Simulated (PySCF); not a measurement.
Trends in electronic spectra. The calculation used TDDFT B3LYP/def2-SVPD, vertical, gas phase, core orbitals frozen in the response in PySCF 2.14.0, density-fitted response routines. Geometries: GFN2-xTB; one conformer of each isolated species. Triplets are in the Tamm–Dancoff approximation. 'Strongest' means the level of largest summed f among the lowest 8 singlets; it needn't be the same kind of state in each.

Question: Rank by computed HOMO–LUMO gap, highest first.
A. `[SiH3]P1CCOCC1`
B. `C=CC1=PC(F)=CS1`
C. `O[SiH2]C1C=C1`
D. `O=C(Cl)C=C([SiH3])[SiH3]`
E. `O=P1(C[SiH3])CCC1`
F. `C=C1O[SiH2]C(F)=C[C@@H]1O`

Answer: E (7.32 eV), A (6.55 eV), C (6.26 eV), F (5.55 eV), D (5.25 eV), B (4.10 eV).

```csv
SMILES,gap (eV),first f ≥ 0.01 (nm),strongest (eV),α (au),f (strongest),S1 mainly
O=P1(C[SiH3])CCC1,7.32,190,7.07,98.0,0.03,H→L (94%)
[SiH3]P1CCOCC1,6.55,216,5.83,106.2,0.10,H→L+1 (97%)
O[SiH2]C1C=C1,6.26,222,7.02,62.3,0.06,H→L (96%)
C=C1O[SiH2]C(F)=C[C@@H]1O,5.55,256,6.77,90.6,0.17,H→L (96%)
O=C(Cl)C=C([SiH3])[SiH3],5.25,237,5.23,112.4,0.35,H→L (96%)
C=Cc1pc(F)cs1,4.10,320,3.88,107.0,0.19,H→L (82%)
```

H and L stand for HOMO and LUMO.
